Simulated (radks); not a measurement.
The numbers below are computed, except where a source is named.
Species: the chlorine ion Cl5+. Configuration: [Ne] 3s2. Level of theory: Dirac Kohn-Sham, exchange-only PBE, spin-unpolarised, spherical densities, finite nucleus; Fermi nuclear charge, rms radius 3.3654 fm (a radial shooting solver on a logarithmic mesh with Libxc functionals).

Radial electron density D(r) = 4 pi r^2 rho(r):

| r (bohr) | D(r) (e/bohr) |
|---|---|
| 0.005305 | 0.9967 |
| 0.005981 | 1.236 |
| 0.00669 | 1.507 |
| 0.007543 | 1.857 |
| 0.008437 | 2.250 |
| 0.009513 | 2.752 |
| 0.01064 | 3.308 |
| 0.012 | 4.008 |
| 0.01353 | 4.829 |
| 0.01513 | 5.711 |
| 0.01706 | 6.788 |
| 0.01908 | 7.916 |
| 0.02151 | 9.250 |
| 0.02426 | 10.70 |
| 0.02713 | 12.12 |
| 0.03059 | 13.69 |
| 0.03421 | 15.14 |
| 0.03858 | 16.60 |
| 0.04349 | 17.87 |
| 0.04865 | 18.82 |
| 0.05485 | 19.47 |
| 0.06135 | 19.69 |
| 0.06917 | 19.46 |
| 0.07737 | 18.81 |
| 0.08724 | 17.74 |
| 0.09836 | 16.42 |
| 0.11 | 15.13 |
| 0.124 | 13.94 |
| 0.1387 | 13.21 |
| 0.1564 | 13.03 |
| 0.1764 | 13.53 |
| 0.1973 | 14.56 |
| 0.2224 | 16.05 |
| 0.2488 | 17.50 |
| 0.2805 | 18.70 |
| 0.3138 | 19.16 |
| 0.3538 | 18.68 |
| 0.3989 | 17.14 |
| 0.4461 | 14.88 |
| 0.503 | 11.95 |
| 0.5626 | 9.136 |
| 0.6344 | 6.466 |
| 0.7153 | 4.452 |
| 0.8 | 3.249 |
| 0.902 | 2.579 |
| 1.009 | 2.318 |
| 1.138 | 2.169 |
| 1.283 | 1.957 |
| 1.435 | 1.635 |
| 1.617 | 1.199 |
| 1.809 | 0.7939 |
| 2.04 | 0.4419 |
| 2.282 | 0.2206 |
| 2.572 | 0.08776 |
| 2.9 | 0.02841 |
| 3.244 | 0.008070 |
| 3.658 | 0.001641 |
| 4.091 | 0.0002886 |

D(r) has 2 maxima, at r = 0.0614, 0.316 bohr, and minima at 0.153 bohr, inside which lie 2.18 electrons.
